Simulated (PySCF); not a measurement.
## Dipole response of Au²⁺ (gold, charge +2)

[Xe] 4f14 5d9, 2D determinant. All numbers are calculated (PySCF 2.14, scalar relativity by spin-free X2C-1e, in ANO-RCC-VTZP). Coupled (time-dependent) response in atomic units; α is the mean over directions. The basis has no added diffuse functions, which lowers α and C₆.

| method | mean α (bohr³) | α xx, yy, zz | C₆ (like pair) | S(−4) |
| --- | --- | --- | --- | --- |
| BLYP | 8.668 | 8.584, 8.584, 8.837 | 56.94 | 17.23 |

S(−4) is the Cauchy moment in α(ω) = α(0) + S(−4) ω² + …

Spin-orbit coupling is absent.

α(iu) at BLYP:

```csv
u (hartree),α(iu) (bohr³)
0,8.668
0.0500,8.626
0.100,8.502
0.200,8.069
0.300,7.504
0.500,6.366
0.750,5.215
1.00,4.328
1.50,3.062
2.00,2.239
3.00,1.319
5.00,0.6034
```

A single London oscillator, α(iu) = α/(1 + u²/ω²), gives C₆ = (3/4) ω α². Matching the computed C₆ needs ω = 4 × 56.94 / (3 × 8.668²) = 1.01 hartree.

For an ion, C₆ is the dispersion term alone; charge-induced terms of lower order in 1/R come first.

The components differ because the open shell of this determinant is not spherical; for a pure term their mean is the scalar polarisability.

Spin-orbit coupling, absent here, splits the open shell strongly.
